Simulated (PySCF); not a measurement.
# Reading the logs of faulty runs: CH6OSi2

Calculated results; nothing here was measured. The program is PySCF 2.14.0, an open-source quantum chemistry code, run on an isolated molecule that a program drew, which may never have been made. The molecule is CH6OSi2 (charge 0, singlet), drawn as the SMILES string `C=[SiH][SiH2]O`.

Each row is a Hartree-Fock (HF) and frozen-core CCSD(T) single point in the cc-pV(D+d)Z basis, meant for a local HF minimum. Run 1 is clean. Each other run has one planted mistake out of seven kinds, and not every kind appears here: one electron removed, one electron added, multiplicity raised by two, geometry at a saddle point, minimal basis STO-3G, one bond length entered in bohr, all coordinates scaled. The reference is restricted for singlets and unrestricted otherwise, and also for a bond in bohr. Adding or removing an electron swaps singlet and doublet. Electrons count all cores. HOMO and LUMO are orbital energies over both spins, the gradient is its largest component, and the lowest frequency (negative if imaginary) is given only where the gradient is small. Bond lengths are over the 9 bonds as drawn. T1 is the CCSD diagnostic: over 0.02 (restricted) or 0.045 (unrestricted) a single reference is doubtful.

Geometry of the clean run:
```xyz
10
CH6OSi2, angstrom
C    -0.8767    1.9330   -1.0703
Si   -1.0468    1.0735    0.3846
Si   -0.0389   -1.0173    0.7195
O     0.7684   -1.3556   -0.6821
H    -0.2908    1.5311   -1.8897
H    -1.3321    2.9007   -1.2504
H    -1.8459    1.6236    1.4994
H     0.8843   -0.9789    1.8792
H    -1.0576   -2.0521    1.0198
H     1.2501   -2.1661   -0.7553
```

```
run  electrons  basis functions  <S^2>  HOMO (eV)  LUMO (eV)  gradient (hartree/bohr)  lowest frequency (cm^-1)  mean bond (Å)  longest bond (Å)      T1  HF (hartree)  CCSD(T) (hartree)                 mistake
  1         48              104  0.000      -8.33       2.18                  3.5e-05                        57         1.4727             2.345  0.0137    -694.08166         -694.67237                no fault
  2         49              104  0.778       0.65       7.77                  4.9e-02                         -         1.4727             2.345  0.0137    -694.03097         -694.62705      one electron added
  3         48               34  0.000      -5.52       7.54                  4.8e-02                         -         1.4727             2.345  0.0114    -685.85913         -686.10589    minimal basis STO-3G
  4         48              104  0.000      -7.98       1.75                  5.7e-02                         -         1.5905             2.533  0.0154    -694.02687         -694.63739  all coordinates scaled
  5         48              104  2.029      -6.15       0.76                  9.9e-02                         -         1.4727             2.345  0.0121    -694.02348         -694.57343                       ?
```

**Which mistake was planted in run 5, and what did it cost?**

Electrons, basis and geometry are unchanged, and <S^2> is 2.029, beside S(S+1) = 2.00 for a multiplicity of 3. So the mistake is: multiplicity raised by two. Subtracting run 1 and multiplying by 627.51 kcal/mol a hartree, the energy moved by 36.5 kcal/mol in HF and 62.1 kcal/mol in CCSD(T).

Cautions from the logs. Run 2: the HOMO is above zero, so the electron isn't bound and the energy depends on the basis.
